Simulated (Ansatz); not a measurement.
Cartesian coordinates in Å:
```
F -1.4611 -1.8707 1.8531
C -0.4251 -1.0086 1.5758
C -0.5926 -0.4422 0.1909
F -1.6697 0.4267 0.1800
C 0.6521 0.2719 -0.2898
F 1.1358 1.1010 0.7071
C 0.3988 1.0839 -1.5321
F 1.5972 1.4814 -2.0792
H -0.4292 -0.2055 2.3153
H 0.5162 -1.5630 1.6437
H -0.8255 -1.2554 -0.5067
H 1.4295 -0.4731 -0.4969
H -0.1881 1.9720 -1.2896
H -0.1383 0.4817 -2.2716
```

The species carries charge 0 and has multiplicity 1.

(1) List the PBE0/def2-TZVPP orbital energies in eV (the Gaussian-basis code of Ansatz). (Estimate.)

Results:

(1) The calculation gave: Occupied: -674.23, -674.23, -674.02, -674.02, -281.12, -281.12, -280.72, -280.72, -34.31, -34.04, -33.79, -33.75, -23.32, -21.44, -18.88, -17.73, -15.92, -15.50, -15.15, -14.83, -14.21, -14.09, -13.62, -13.60, -13.23, -12.04, -12.01, -11.41, -10.36, -10.25, -10.16, -10.12, -9.48. Lowest empty: 0.83, 1.39, 1.84, 1.97, 2.14, 2.55, 2.88, 3.23.
